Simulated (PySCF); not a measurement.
# Löwdin shares of the frontier orbitals

Species: C8H10O.
Numbering: `[CH:1]#[C:2][C@@H:3]([CH2:4][CH3:5])[C:6](=[O:7])[CH:8]=[CH2:9]` (hydrogens: H10 on C1; H11 on C3; H12, H13 on C4; H14, H15, H16 on C5; H17 on C8; H18, H19 on C9)

Theory: TDDFT CAM-B3LYP/def2-SVPD, vertical, gas phase, core orbitals frozen in the response (PySCF). One conformer (not necessarily the lowest) at the PBE0-D3(BJ)/def2-SVP geometry, without solvent, vibrations or thermal averaging. Torsions of this conformer, `[CH:1]#[C:2][C@@H:3]([CH2:4][CH3:5])[C:6](=[O:7])[CH:8]=[CH2:9]`: C2–C3–C4–C5 -62°, C2–C3–C6–O7 -130°, C3–C6–C8–C9 177°.

Kohn–Sham orbitals with the atoms that hold most of them (Löwdin shares over 4%, at most four atoms; ? is withheld):

```
orbital  ε (eV)                            atoms
 LUMO+2    1.75  C9 21%, C1 11%, C2 10%, H18 10%
 LUMO+1    1.17    C1 15%, H11 11%, C2 9%, C3 9%
   LUMO   -0.72                                ?
   HOMO   -8.76   O7 39%, C1 15%, C2 12%, C3 10%
 HOMO-1   -9.39                                ?
 HOMO-2   -9.59    C8 30%, C9 28%, O7 14%, C6 6%
 HOMO-3  -10.02    C2 29%, C1 26%, O7 22%, C3 5%
```

Q: Which atoms hold the LUMO, and with what shares?

A: C9 (bonded to C and 2 H) 25%; C6 (bonded to 2 C and O) 22%; O7 (bonded to C) 19%; C8 (bonded to 2 C and H) 17%. By element: carbon 64% or more, oxygen 19%.

Q: Give the leading atoms of the HOMO-1.

A: C1 (bonded to C and H) 36%; C2 (bonded to 2 C) 34%; C3 (bonded to 3 C and H) 7%; C4 (bonded to 2 C and 2 H) 4%.

Q: How does S1 compare with the orbital gap of 8.04 eV?

A: S1 is at 3.87 eV (f = 0.0011), 4.17 eV below the gap, made of HOMO→LUMO (81%), HOMO-3→LUMO (11%). Without the coupling terms of the response equations the lowest excitation would equal the gap.

Q: Give energy, strength and leading configuration of S1, S2 and S3, and follow the Löwdin shares of the leading atoms from the occupied to the empty orbital.

A: 
- S1 (3.87 eV, f 0.0011), HOMO→LUMO (81%): O7 39% → 19%, C1 15% → at most 17%, C9 at most 10% → 25%, C6 at most 10% → 22%
- S2 (5.87 eV, f 0.072), HOMO-1→LUMO (87%): C1 36% → at most 17%, C2 34% → at most 17%, C9 at most 5% → 25%, C6 at most 5% → 22%
- S3 (5.95 eV, f 0.229), HOMO-2→LUMO (88%): C8 30% → 17%, C9 28% → 25%, C6 6% → 22%

Rough CPU time on one thread of a shared machine: about 3 min.
